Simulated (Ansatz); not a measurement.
Relaxation of Ag₂Cl₂⁺ with UKS r2SCAN-D4/def2-SVP.

```sh
$ ansatz run in.yaml --threads 4 --pin off --events-out ev --progress --plain --max-ram 3916MiB
```

```yaml
crystal:
  periodic: [false, false, false]
  atoms:
    - {symbol: Ag, position_ang: [-0.156400, 0.142530, -1.730320]}
    - {symbol: Ag, position_ang: [0.153570, -0.139630, 1.730590]}
    - {symbol: Cl, position_ang: [0.378340, 1.652750, 0.102120]}
    - {symbol: Cl, position_ang: [-0.375500, -1.655660, -0.102380]}
basis:
  gaussian: {orbitals: def2-SVP}
total_charge: 1
magnetization: {spin_polarized: true, initial_magnetization: 1}
hamiltonian: {xc: r2scan, dispersion: d4}
scf: {omitted_lower_state_checks: [starts]}
output: {orbitals: {seedname: orbitals}}
relax: {f_tol: 0.02, max_steps: 100}
```

Hardware: 4 threads of Arm Neoverse N1 on a shared host. Wall time 41 s.

Positions (Å) and forces (eV/Å) at steps 1, 2, 3, 4 of 4:

```xyz
4
step=1 energy=-33030.8487 eV
Ag   -0.156    0.143   -1.730    0.002   -0.011    0.035
Ag    0.154   -0.140    1.731   -0.007   -0.015   -0.036
Cl    0.378    1.653    0.102    0.106    0.469    0.023
Cl   -0.376   -1.656   -0.102   -0.101   -0.443   -0.023
4
step=2 energy=-33030.9172 eV
Ag   -0.143    0.130   -1.588    0.014   -0.015    0.150
Ag    0.141   -0.129    1.588   -0.014    0.005   -0.150
Cl    0.417    1.823    0.112   -0.058   -0.247   -0.018
Cl   -0.414   -1.825   -0.113    0.058    0.257    0.017
4
step=3 energy=-33030.9243 eV
Ag   -0.144    0.131   -1.601    0.006   -0.007    0.065
Ag    0.142   -0.130    1.601   -0.006    0.000   -0.064
Cl    0.410    1.793    0.110   -0.013   -0.053   -0.005
Cl   -0.407   -1.794   -0.111    0.013    0.060    0.005
4
step=4 energy=-33030.9248 eV
Ag   -0.143    0.130   -1.586   -0.001    0.001   -0.015
Ag    0.141   -0.130    1.587    0.001   -0.003    0.015
Cl    0.410    1.797    0.111   -0.001   -0.002   -0.001
Cl   -0.409   -1.797   -0.111    0.001    0.004    0.001
```

In the def2 sets Ag takes a core potential; there is no spin–orbit coupling. The structure comes from a short search, and lower isomers may exist.
